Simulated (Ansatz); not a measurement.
The first iterations of a band of a periodic cell of 63 atoms, Si62P (host Si, host structure diamond, dopant P, one Si atom removed), cell charge -1.

Method: Ansatz 0.2.0, DFT PBE-D3(BJ), scalar-relativistic, plane waves, PAW. Settings: PAW set soft_1, cutoff 420 eV, k mesh 1x1x1, fermi-dirac smearing 0.05 eV, no spin polarisation.

```yaml
movable_images: 5
climbing_image: yes
spring: 10.0 eV/Å²
optimiser: quadratic models (default)
start_path: IDPP
force_threshold: 0.03 eV/Å
iteration_limit: 80
end_points: relaxed
```

Image 0:

```xyz
63
Lattice="10.8600 0.0000 0.0000 0.0000 10.8600 0.0000 0.0000 0.0000 10.8600" Properties=species:S:1:pos:R:3
Si 5.459 -0.001 -0.006
Si 6.811 1.342 1.371
Si 8.155 2.695 -0.006
Si 9.519 4.061 1.358
Si 8.163 -0.008 2.732
Si 9.494 1.367 4.100
Si 0.031 -0.008 0.000
Si 1.402 1.366 1.328
Si 2.790 2.715 -0.073
Si 4.085 4.069 1.342
Si 5.438 5.370 -0.069
Si 6.790 6.753 1.330
Si 8.164 8.121 0.000
Si 9.524 9.491 1.362
Si 2.741 0.023 2.715
Si 4.090 1.401 4.095
Si 5.440 2.715 2.699
Si 6.754 4.065 4.096
Si 8.132 5.413 2.715
Si 9.490 6.795 4.057
Si 5.438 0.061 5.482
Si 6.735 1.414 6.949
Si 8.091 2.715 5.484
Si 9.501 4.068 6.785
Si 8.154 0.000 8.158
Si 9.531 1.344 9.509
Si 0.017 5.411 -0.031
Si 1.359 6.795 1.326
Si 2.742 8.138 -0.030
Si 4.093 9.494 1.359
Si 0.015 2.708 2.711
Si 1.353 4.099 4.051
Si 2.713 5.442 2.680
Si 4.057 6.802 4.050
Si 5.448 8.140 2.711
Si 6.789 9.521 4.099
Si 0.017 0.023 5.442
Si 1.399 1.401 6.788
Si 2.738 2.812 5.435
P 4.110 4.045 6.808
Si 5.344 5.418 5.435
Si 6.754 6.757 6.787
Si 8.133 8.138 5.440
Si 9.519 9.496 6.793
Si 2.789 0.066 8.138
Si 4.264 1.423 9.430
Si 6.732 3.901 9.437
Si 8.090 5.368 8.138
Si 9.494 6.753 9.485
Si 0.013 8.143 2.710
Si 1.360 9.526 4.058
Si -0.019 5.440 5.412
Si 1.353 6.801 6.753
Si 2.714 8.172 5.411
Si 4.085 9.511 6.784
Si 0.002 2.715 8.138
Si 1.399 4.064 9.452
Si 2.737 5.418 8.042
Si 4.090 6.757 9.452
Si 5.440 8.153 8.138
Si 6.811 9.481 9.510
Si 0.015 8.142 8.144
Si 1.402 9.524 9.486
```

Image 6:

Only the atoms that move by more than 0.05 Å are listed.
```
Si9 2.758 2.720 -0.029
Si22 6.774 1.371 6.885
Si39 2.771 2.879 5.486
P40 5.396 2.749 8.111
Si41 5.266 5.374 5.486
Si46 4.170 1.371 9.489
Si47 6.774 3.975 9.489
Si58 2.771 5.374 7.981
```

| iteration | highest image above the first end (eV) | largest band force component (eV/Å) |
| --- | --- | --- |
| 1 | 1.710 | 0.877 |
| 2 | 1.300 | 0.463 |
| 3 | 1.113 | 0.566 |

Problem. Does the band converge within its limit, and where does its top end?

Solution. It converged. It ended after 10 iterations with the highest image 0.970 eV above the first end. By the program's own check the climbing image is a first-order saddle point (lowest curvatures found: -4.41 and 0.74 eV/Å²). Limits of this set-up: coarse k mesh, no spin, though dangling bonds at a vacancy may carry it, charged cell in a uniform background, uncorrected.

Run time: 8.7 min on 4 threads of Arm Neoverse V2 (shared host), peak memory 3.7 GiB.
